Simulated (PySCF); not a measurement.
How ionic is MHg along the halogens?

PBE0 in PySCF with def2-TZVPP on every atom (core potentials on I, Hg), for the lowest determinant that a PBE0 search found; no spin–orbit coupling. A negative dipole means M(+)Hg(−).

```json
{"M": "F", "state (unpaired electrons)": "doublet (σ ↑)", "Re (Å)": "2.046", "μ (D)": "3.20"}
{"M": "Cl", "state (unpaired electrons)": "doublet (σ ↑)", "Re (Å)": "2.399", "μ (D)": "2.91"}
{"M": "Br", "state (unpaired electrons)": "doublet (σ ↑)", "Re (Å)": "2.547", "μ (D)": "2.71"}
{"M": "I", "state (unpaired electrons)": "doublet (σ ↑)", "Re (Å)": "2.751", "μ (D)": "2.28"}
```

Q: Give the ionic character |μ|/(e·Re) of each, with 1 e·Å = 4.803 D, and the positive end.

A: HgF 33 % (Hg positive), HgCl 25 % (Hg positive), HgBr 22 % (Hg positive), HgI 17 % (Hg positive). Lone pairs and polarisation enter μ too, so this number is only a rough measure of charge transfer.

Spin–orbit coupling is left out. States were picked by a PBE0 search and need not be the measured ground states.
